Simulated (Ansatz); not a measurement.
Ansatz results at the PBE0-D4/def2-TZVP geometry: LUMO energy (ωB97M-V/def2-TZVPP) 2.23 eV; LUMO energy (B3LYP/def2-TZVPP) 0.06 eV; size of the dipole moment (B3LYP/def2-TZVPP) 0.47 D.

Each molecule was computed in one conformer, which needn't be the lowest.

Task: Which molecule gave them?
A. `CCC[CH](Cl)[InH2]`
B. `NC/C=C\F`
C. `[OH][Ge]1([F])[CH2][S]1`
D. `O[SiH](F)CCl`

Result: B. The others give `[OH][Ge]1([F])[CH2][S]1`: 0.78, -1.52, 2.47; `O[SiH](F)CCl`: 1.83, -0.38, 1.72; `CCC[CH](Cl)[InH2]`: 0.18, -1.59, 2.49.

B3LYP here is the variant with VWN-RPA as its local correlation; programs differ in this.
